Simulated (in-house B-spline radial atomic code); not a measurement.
# Ionising the ruthenium ion Ru²⁺ with different functionals

Computed with a B-spline radial code for spherical atoms: scalar-relativistic (spin-free X2C) Hamiltonian, Fermi nucleus of rms radius 4.4809 fm, spin-polarised at highest spin, spherical fractional occupations for the functionals, and exact exchange of hybrids averaged over the configuration. The ionisation energy is the difference of two self-consistent energies, [Kr] 4d6 → [Kr] 4d5, without Breit or QED terms; ε is the level of the shell that loses the electron (its least bound occupied spin orbital). There is no spin-orbit coupling in this Hamiltonian.

| method | rung | ΔSCF (eV) | -ε(4d) (eV) |
| --- | --- | --- | --- |
| PBE0 | global hybrid | 28.24 | 23.99 |
| B3LYP | global hybrid | 28.60 | 23.90 |
| TPSSh | global hybrid | 28.15 | 22.77 |
| BHandHLYP | global hybrid | 28.22 | 25.69 |
| r2SCAN0 | global hybrid | 27.64 | 23.56 |
| B97-1 | global hybrid | 28.63 | 23.97 |
| HSE06 | range-separated hybrid | 28.23 | 23.56 |
| wB97X | range-separated hybrid | 28.42 | 26.79 |
| CAM-B3LYP | range-separated hybrid | 28.57 | 25.73 |
| LC-wPBE | range-separated hybrid | 28.28 | 26.95 |

Task: Among the functionals, which spreads more, the ΔSCF values or the orbital energies?

Result: The orbital energies: ΔSCF values span about 0.98 eV and the orbital energies 4.18 eV; here energy differences depend much less on the functional than eigenvalues do.

Task: How do they compare with the NIST value?

Result: NIST lists 28.470 eV (semi-empirical, ground level to ground level). Errors run from -0.83 to +0.16 eV; wB97X is closest (-0.05 eV), but part of that can be cancellation, since the calculations leave out spin-orbit coupling, Breit-QED terms, multiplet and fine-structure energies.
